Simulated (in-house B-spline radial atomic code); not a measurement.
## Ionising Ne with different functionals

Computed with a B-spline radial code for spherical atoms: non-relativistic Hamiltonian, point nucleus, spin-polarised at highest spin, spherical fractional occupations for the functionals, and exact exchange of hybrids averaged over the configuration. The ionisation energy is the difference of two self-consistent energies, [He] 2s2 2p6 → [He] 2s2 2p5, without Breit or QED terms; ε is the level of the shell that loses the electron (its least bound occupied spin orbital).

```
   method                    rung  ΔSCF (eV)  -ε(2p) (eV)
     PBE0           global hybrid          ?            ?
    B3LYP           global hybrid      21.94        15.65
    TPSSh           global hybrid      21.99        14.55
   M06-2X           global hybrid      21.05        18.69
BHandHLYP           global hybrid          ?            ?
  r2SCAN0           global hybrid      22.07        16.47
    B97-1           global hybrid      21.73        15.55
    HSE06  range-separated hybrid      21.71        15.58
    wB97X  range-separated hybrid      21.68        18.51
CAM-B3LYP  range-separated hybrid      21.94        17.67
  LC-wPBE  range-separated hybrid      22.04        18.78
```

**Question.** What does PBE0 give?

**Answer.** ΔSCF 21.70 eV, and -ε(2p) = 16.00 eV.

**Question.** What does BHandHLYP give?

**Answer.** ΔSCF 21.43 eV, and -ε(2p) = 18.70 eV.

**Question.** Among the functionals, which spreads more, the ΔSCF values or the orbital energies?

**Answer.** The orbital energies: ΔSCF values span about 1.03 eV and the orbital energies 4.24 eV; here energy differences depend much less on the functional than eigenvalues do.

**Question.** How do they compare with the NIST value?

**Answer.** NIST lists 21.565 eV (measured, ground level to ground level). Errors run from -0.52 to +0.51 eV; wB97X is closest (+0.12 eV), but part of that can be cancellation, since the calculations leave out relativity, Breit-QED terms, multiplet and fine-structure energies.
